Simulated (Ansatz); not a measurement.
A structure relaxed at PBE0-D4/def2-TZVP, charge 0, multiplicity 1:

Cartesian coordinates in Å:
```
C 1.400 1.175 -0.742
C 0.425 1.348 0.395
O 0.404 2.368 1.048
Al -0.898 -0.116 0.886
C -1.069 -1.824 -0.019
F -1.880 0.232 2.163
H 0.853 0.972 -1.670
H 2.028 0.296 -0.558
H 2.024 2.062 -0.861
H -1.832 -2.458 0.438
H -1.334 -1.684 -1.073
H -0.122 -2.373 -0.008
```

Question: Give its formula and SMILES.

Answer: C3H6AlFO, `C[C](=O)[Al]([CH3])[F]`.

Question: Point group (tolerance 0.08 Å, 0.16 Å for H)?

Answer: Cs.

Question: Summarise the bond lengths by kind.

Answer: 1 × C–C 1.507 Å; 6 × C–H 1.092 to 1.096 Å; 1 × C–O 1.212 Å; 2 × Al–C 1.941 to 2.033 Å; 1 × Al–F 1.649 Å.

Results of the Gaussian-basis code of Ansatz.
